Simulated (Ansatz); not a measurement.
`[OH][Ga]([OH])[Cl]` and `[CH3][Ga]([OH])[OH]` differ in one atom or group.

Ansatz, PBE0-D4/def2-TZVP geometries, multiplicity 1. Each molecule was computed in one conformer, which needn't be the lowest.

Scalar relativity is left out up to krypton.

```
                                          property  `[OH][Ga]([OH])[Cl]`
size of the dipole moment (ωB97M-V/def2-TZVPP) / D                  1.57
  size of the dipole moment (B3LYP/def2-TZVPP) / D                  1.57
           HOMO–LUMO gap (ωB97M-V/def2-TZVPP) / eV                 12.21
             HOMO energy (ωB97M-V/def2-TZVPP) / eV                -11.56
               LUMO energy (B3LYP/def2-TZVPP) / eV                 -1.57
                 HOMO energy (PBE/def2-TZVPP) / eV                 -7.52
```

(1) Give the same properties after the change, and the shifts. (Best estimate.)

Answers

(1) Ansatz gave: 
| property | `[CH3][Ga]([OH])[OH]` | shift |
| --- | --- | --- |
| size of the dipole moment (ωB97M-V/def2-TZVPP) / D | 0.56 | -1.01 |
| size of the dipole moment (B3LYP/def2-TZVPP) / D | 0.52 | -1.05 |
| HOMO–LUMO gap (ωB97M-V/def2-TZVPP) / eV | 12.41 | 0.20 |
| HOMO energy (ωB97M-V/def2-TZVPP) / eV | -11.02 | 0.54 |
| LUMO energy (B3LYP/def2-TZVPP) / eV | -0.60 | 0.97 |
| HOMO energy (PBE/def2-TZVPP) / eV | -6.83 | 0.69 |

With PBE0 the HOMO rises by 0.71 eV and the LUMO rises by 0.97 eV, so the gap widens by about 0.26 eV. PBE moves the HOMO by 0.69 eV and ωB97M-V by 0.54 eV. Dipoles are sizes alone; their direction can turn.

B3LYP here is the variant with VWN-RPA as its local correlation; programs differ in this.
